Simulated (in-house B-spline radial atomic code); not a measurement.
**Ionising neutral fluorine with different functionals**

Computed with an all-electron radial atomic-structure program (B-spline basis): non-relativistic Hamiltonian, point nucleus, spin-polarised at highest spin, spherical fractional occupations for the functionals, and exact exchange of hybrids averaged over the configuration. The ionisation energy is the difference of two self-consistent energies, [He] 2s2 2p5 → [He] 2s2 2p4, without Breit or QED terms; ε is the level of the shell that loses the electron (its least bound occupied spin orbital).

```csv
method,rung,ΔSCF (eV),-ε(2p) (eV)
PBE0,global hybrid,17.58,12.50
B3LYP,global hybrid,17.84,12.22
TPSSh,global hybrid,17.69,11.14
M06-2X,global hybrid,17.41,15.12
BHandHLYP,global hybrid,17.35,14.79
r2SCAN0,global hybrid,17.53,12.60
B97-1,global hybrid,17.62,12.11
HSE06,range-separated hybrid,17.61,12.10
wB97X,range-separated hybrid,17.64,15.14
CAM-B3LYP,range-separated hybrid,17.84,14.21
LC-wPBE,range-separated hybrid,17.95,15.54
```

(1) Among the functionals, which spreads more, the ΔSCF values or the orbital energies?

(2) How do they compare with the NIST value?

Results:

(1) The orbital energies: ΔSCF values span about 0.60 eV and the orbital energies 4.40 eV; here energy differences depend much less on the functional than eigenvalues do.

(2) NIST lists 17.423 eV (measured, ground level to ground level). Errors run from -0.07 to +0.53 eV; M06-2X is closest (-0.01 eV), but part of that can be cancellation, since the calculations leave out relativity, Breit-QED terms, multiplet and fine-structure energies.
